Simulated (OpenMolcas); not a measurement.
# Pr3+: moving or changing the point charges

Pr3+ among 7 point charges of -2 e arranged as a pentagonal bipyramid (D5h), 2.39 Å from the ion, with the axial distance 2.677 Å.

```json
{
  "Program": "OpenMolcas",
  "Method": "CASSCF",
  "Basis": "ANO-RCC-VDZP [7s6p4d2f1g]",
  "Scalar Hamiltonian": "DKH2, point nucleus",
  "Active space": "2 electrons in 7 orbitals (4f)",
  "State averaging": "2S+1 = 3 even, 21 roots; 2S+1 = 1 even, 27 roots kept (CI in the orbitals of an earlier block)",
  "Spin-orbit coupling": "state interaction with AMFI integrals over the reference wave functions"
}
```

Runs around this geometry, states. Energies in cm-1 above the lowest state or level, χT in cm3 K/mol.

```tsv
R (Å)	q (e)	Ground state	First state of that spin	First gap with spin-orbit (degeneracies)	Width of lowest J	χT at 300 K
2.39	-1	2S+1 = 3	65.7	85.2 (1, 2)	814	1.556
2.39	-2	2S+1 = 3	118.9	150.4 (1, 2)	1602	1.442
2.52	-2	2S+1 = 3	101.6	129.4 (1, 2)	1377	1.477
2.76	-2	2S+1 = 3	76.9	98.6 (1, 2)	1055	1.529
```

Taking the width of the lowest J multiplet as R^-n, n = -ln(1055 / 1602) / ln(2.76 / 2.39) = 2.9 between the shortest and longest distance.

Scaling the charges by -1 / -2 = 0.50 scales the width of the lowest J multiplet by 814 / 1602 = 0.51; with fixed orbitals a first-order splitting would follow the charge.

This is an electrostatic model: the charges have no orbitals. An unlabelled pair can be two single states that coincide in this model. No measured value stands beside these numbers.

A state without a sure symmetry label is named by its multiplicity alone.
